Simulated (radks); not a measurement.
The numbers below are computed, except where a source is named.
Numerical settings for the nickel ion Ni3+, [Ar] 3d7. Level of theory: non-relativistic Kohn-Sham, PBE, spin-unpolarised, spherical densities, point nucleus (a radial shooting solver on a logarithmic mesh with Libxc functionals). The defaults (mesh step 0.008 in ln r, mesh end at 40 bohr or more with all orbitals vanishing there, Anderson mixing 0.5 over 9 steps, residual threshold near 1e-9 with the energy settled to 1e-9 hartree or 1e-11 of itself, here a cap of 69 iterations) give E = -1505.6348 hartree and 3d at -47.362 eV in 15 iterations. Run on one thread of a shared host, so times are rough (Arm Neoverse V2): 0.06 s of CPU time, 0.06 s wall, 15 iterations on 2476 mesh points. Changes against that run (0 stands for a change within the tolerance of the run):

setting                    iterations  converged  E (mhartree)  e(3d) (meV)  CPU (s)
mesh step in ln r 0.012            15        yes             0            0     0.04
mesh step in ln r 0.03             15        yes      +0.00057            0     0.02
mesh step in ln r 0.12              2         no      diverged            -        0
mesh end (bohr) 12                 15        yes             0            0     0.06
mesh end (bohr) 3                  15        yes         +51.9    +1.31e+03     0.06
residual threshold 1e-13           69         no             0            0     0.16
residual threshold 1e-16           69         no             0            0     0.16
mixing 0.05                        17        yes             0            0     0.07
linear mixing, mixing 1            69         no     +1.37e+04    -1.55e+05     0.56
linear mixing, mixing 0.2          69         no             0     -0.00335     0.21
mixing history 2                   20        yes             0            0     0.07
iteration cap 5                     5         no        +0.736         +570     0.02

Settings that end as converged yet miss the energy by more than 1 mhartree: mesh end (bohr) 3 (+0.0519 hartree). A mesh that ends early acts as a hard wall.
